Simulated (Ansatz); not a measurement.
Start from `C[O][Ge]([CH3])([CH3])[O]C(C)(C)C` and change one atom or group to get `C[O][Ge]([CH3])([CH3])[O][SiH3]`.

Ansatz, PBE0-D4/def2-TZVP geometries, multiplicity 1. Each molecule was computed in one conformer, which needn't be the lowest.

Scalar relativity is left out up to krypton.

```csv
property,`C[O][Ge]([CH3])([CH3])[O]C(C)(C)C`
HOMO–LUMO gap (PBE/def2-TZVPP) / eV,5.78
HOMO energy (PBE/def2-TZVPP) / eV,-5.84
size of the dipole moment (B3LYP/def2-TZVPP) / D,1.76
HOMO–LUMO gap (ωB97M-V/def2-TZVPP) / eV,11.79
LUMO energy (B3LYP/def2-TZVPP) / eV,0.43
size of the dipole moment (PBE/def2-TZVPP) / D,1.65
```

**Question.** Give the same properties after the change, and the shifts. (Estimate.)

**Answer.** Computed: 
```json
{"property": "HOMO–LUMO gap (PBE/def2-TZVPP) / eV", "`C[O][Ge]([CH3])([CH3])[O][SiH3]`": "5.65", "shift": "-0.13"}
{"property": "HOMO energy (PBE/def2-TZVPP) / eV", "`C[O][Ge]([CH3])([CH3])[O][SiH3]`": "-6.23", "shift": "-0.39"}
{"property": "size of the dipole moment (B3LYP/def2-TZVPP) / D", "`C[O][Ge]([CH3])([CH3])[O][SiH3]`": "1.85", "shift": "0.09"}
{"property": "HOMO–LUMO gap (ωB97M-V/def2-TZVPP) / eV", "`C[O][Ge]([CH3])([CH3])[O][SiH3]`": "12.06", "shift": "0.27"}
{"property": "LUMO energy (B3LYP/def2-TZVPP) / eV", "`C[O][Ge]([CH3])([CH3])[O][SiH3]`": "0.03", "shift": "-0.40"}
{"property": "size of the dipole moment (PBE/def2-TZVPP) / D", "`C[O][Ge]([CH3])([CH3])[O][SiH3]`": "1.89", "shift": "0.24"}
```

Dipoles are sizes alone; their direction can turn.

B3LYP here is the variant with VWN-RPA as its local correlation; programs differ in this.
